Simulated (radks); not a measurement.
Excited configurations of V III: one electron is placed in a higher orbital outside [Ar] 3d2. The ground configuration is [Ar] 3d3. Method: scalar-relativistic Kohn-Sham, PBE, spin-unpolarised, spherical densities, finite nucleus; Fermi nuclear charge, rms radius 3.6002 fm; computed with a radial shooting solver on a logarithmic mesh with Libxc functionals. Excitation = E - E(ground); binding = E(ion) - E, where the ion is the core of charge +3; n* = 3/sqrt(2 binding) in atomic units, and the quantum defect is n - n*.

outer orbital  excitation (eV)  binding (eV)     n*  quantum defect  <r> (bohr)
4s                       5.096        23.801  2.268           1.732       2.687
4p                      10.329        18.568  2.568           1.432       3.118
6s                      22.024         6.873  4.221           1.779       9.126
6d                      24.196         4.701  5.104           0.896       12.43
6f                      25.207         3.690  5.760           0.240       15.03
7s                      24.328         4.569  5.177           1.823       13.77
7d                      25.554         3.344  6.052           0.948       17.92
7f                      26.162         2.735  6.691           0.309       21.09

The Delta-SCF ionisation energy is 28.897 eV (NIST Atomic Spectra Database: 29.311 eV, measured). Self-interaction in the functional shifts the binding energies and quantum defects, so they are the method's values and not measured ones. Spin polarisation and multiplet splitting are left out, so open shells lie too high by an amount that depends on their filling.

Beside tabulated values, note that spin-unpolarised runs miss the spin-polarisation part of the exchange energy of open shells.
